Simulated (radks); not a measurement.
Spherical quantum dot in the effective-mass picture: electrons in a hard-walled sphere of radius 7.35, all in effective atomic units (hartree* = m*/eps^2 hartree, bohr* = eps/m* bohr), one dielectric constant everywhere. Method: non-relativistic Kohn-Sham, LDA (Slater exchange, Perdew-Wang correlation), spin-polarised, spherical densities; computed with a radial shooting solver with Libxc functionals. Levels are named by radial order and angular momentum (1s, 1p, 1d, 2s, ...), and open shells are averaged over m. At N = 5 the configuration is 1s2 1p(up 3, down 0). Does electron 6 go into 1p down or 1d up or 1d down?

Answer. Into 1p down. The total energies of the other choices lie higher by 0.0580 hartree* (1d up), 0.0926 hartree* (1d down).
